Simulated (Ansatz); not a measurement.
`c1ccc(-c2ccc(-c3ccc(-c4ccc(-c5ccc(-c6ccccc6)cc5)cc4)cc3)cc2)cc1`, relaxed as a singlet with RKS PBE-D4/def2-SVP in Ansatz, starting from the GFN2-xTB geometry. Force threshold 0.03 eV/Å.

Single mean-field runs in def2-SVP are fitted with def2-universal-jkfit.

Start:

Cartesian coordinates in Å:
```
C 6.726 -9.310 -3.721
C 7.330 -8.185 -3.185
C 6.559 -7.120 -2.758
C 5.170 -7.158 -2.862
C 4.353 -6.024 -2.409
C 3.126 -6.232 -1.781
C 2.356 -5.168 -1.361
C 2.788 -3.856 -1.545
C 1.970 -2.725 -1.091
C 0.592 -2.714 -1.299
C -0.176 -1.643 -0.888
C 0.406 -0.564 -0.227
C -0.412 0.571 0.227
C -1.277 1.217 -0.652
C -2.030 2.294 -0.230
C -1.970 2.728 1.091
C -2.792 3.860 1.545
C -2.777 5.068 0.853
C -3.531 6.139 1.289
C -4.350 6.021 2.409
C -5.168 7.156 2.863
C -4.613 8.427 2.986
C -5.384 9.491 3.418
C -6.722 9.304 3.720
C -7.285 8.045 3.593
C -6.513 6.977 3.175
C -4.380 4.807 3.090
C -3.599 3.747 2.674
C -1.117 2.072 1.973
C -0.333 1.020 1.542
C 1.780 -0.582 -0.001
C 2.552 -1.639 -0.440
C 4.016 -3.647 -2.169
C 4.782 -4.712 -2.598
C 4.575 -8.296 -3.404
C 5.347 -9.362 -3.827
H 7.328 -10.142 -4.057
H 8.406 -8.138 -3.096
H 7.037 -6.255 -2.321
H 2.785 -7.241 -1.599
H 1.416 -5.353 -0.860
H 0.124 -3.544 -1.810
H -1.243 -1.647 -1.060
H -1.339 0.881 -1.677
H -2.691 2.796 -0.923
H -2.150 5.169 -0.022
H -3.506 7.072 0.746
H -3.567 8.574 2.761
H -4.940 10.470 3.520
H -7.325 10.136 4.054
H -8.331 7.896 3.821
H -6.956 5.997 3.066
H -5.006 4.703 3.964
H -3.626 2.811 3.215
H -1.054 2.407 2.999
H 0.333 0.524 2.233
H 2.244 0.253 0.504
H 3.617 -1.636 -0.260
H 4.361 -2.637 -2.341
H 5.718 -4.525 -3.104
H 3.501 -8.338 -3.511
H 4.869 -10.237 -4.244
```

Task: Estimate the energy that the relaxation releases and the steps that it takes.

Result: 15.0 kcal/mol, in 16 steps; 77 s on 2 threads of AMD EPYC 7R13 on a shared host and a share (18 GiB) of an NVIDIA H100 80GB HBM3. The force fell under the threshold at step 14, but the optimiser went on. No frequencies were taken in this run, so the end may be a saddle point.

Task: Does the start keep its bonding and symmetry?

Result: By distances, no bond broke or formed. The bond that changes most is C21–C26, from 1.39 to 1.41 Å (atoms count from 1). Point group C2 at the start, C2 at the end, both within 0.05 Å.

Task: Predict the relaxed structure.

Result: 
Cartesian coordinates in Å:
```
C 6.838 -9.466 -3.784
C 7.349 -8.553 -2.846
C 6.568 -7.474 -2.414
C 5.258 -7.277 -2.910
C 4.432 -6.134 -2.452
C 3.029 -6.248 -2.319
C 2.250 -5.171 -1.889
C 2.835 -3.923 -1.569
C 2.010 -2.781 -1.112
C 0.691 -2.592 -1.586
C -0.087 -1.513 -1.157
C 0.412 -0.571 -0.229
C -0.413 0.571 0.228
C -1.349 1.191 -0.631
C -2.127 2.269 -0.201
C -2.010 2.782 1.112
C -2.835 3.924 1.569
C -3.211 4.959 0.682
C -3.989 6.037 1.114
C -4.432 6.134 2.452
C -5.258 7.277 2.910
C -5.060 8.575 2.384
C -5.840 9.655 2.815
C -6.839 9.465 3.785
C -7.047 8.183 4.318
C -6.267 7.102 3.886
C -4.057 5.098 3.339
C -3.277 4.021 2.908
C -1.074 2.161 1.971
C -0.295 1.085 1.540
C 1.730 -0.761 0.246
C 2.509 -1.838 -0.186
C 4.238 -3.809 -1.702
C 5.016 -4.887 -2.133
C 4.759 -8.205 -3.854
C 5.539 -9.286 -4.286
H 7.452 -10.314 -4.123
H 8.363 -8.690 -2.439
H 6.969 -6.782 -1.658
H 2.543 -7.215 -2.522
H 1.166 -5.309 -1.761
H 0.274 -3.295 -2.322
H -1.115 -1.408 -1.535
H -1.457 0.830 -1.665
H -2.857 2.715 -0.893
H -2.871 4.926 -0.364
H -4.276 6.817 0.391
H -4.263 8.742 1.643
H -5.661 10.658 2.397
H -7.452 10.314 4.124
H -7.833 8.019 5.072
H -6.459 6.097 4.290
H -4.369 5.149 4.393
H -3.018 3.225 3.623
H -0.943 2.544 2.995
H 0.411 0.617 2.243
H 2.160 -0.038 0.956
H 3.525 -1.963 0.220
H 4.724 -2.843 -1.499
H 6.101 -4.749 -2.261
H 3.753 -8.059 -4.275
H 5.132 -9.989 -5.029
```
Bond lengths: 41 × C–C 1.40 to 1.48 Å; 26 × C–H 1.10 Å.
